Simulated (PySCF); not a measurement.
**Radial density of N (nitrogen, neutral)**

PBEsol, [He] 2s2 2p3, high-spin 4S determinant. All numbers are calculated (PySCF 2.14, the spin-free X2C one-electron Hamiltonian (Gaussian nucleus), in dyall-av3z (15s9p3d2f, 71 functions)).

| r (bohr) | 4πr²ρ (e/bohr) | 4πr²(ρα − ρβ) |
| --- | --- | --- |
| 0.00309 | 0.02481 | 0.0000 |
| 0.00520 | 0.06735 | 0.0000 |
| 0.00875 | 0.1795 | 0.0000 |
| 0.0147 | 0.4633 | -0.0001 |
| 0.0248 | 1.132 | -0.0001 |
| 0.0416 | 2.520 | 0.0002 |
| 0.0700 | 4.794 | 0.0040 |
| 0.118 | 7.028 | 0.0271 |
| 0.198 | 6.757 | 0.1381 |
| 0.333 | 3.627 | 0.5192 |
| 0.561 | 2.394 | 1.3311 |
| 0.943 | 3.453 | 1.9420 |
| 1.59 | 2.270 | 1.2848 |
| 2.67 | 0.4817 | 0.3171 |
| 4.49 | 0.02600 | 0.0214 |
| 7.55 | 0.0001981 | 0.0002 |

Densities and radii are taken from the X2C orbitals without a picture-change correction, which distorts them close to the nucleus.
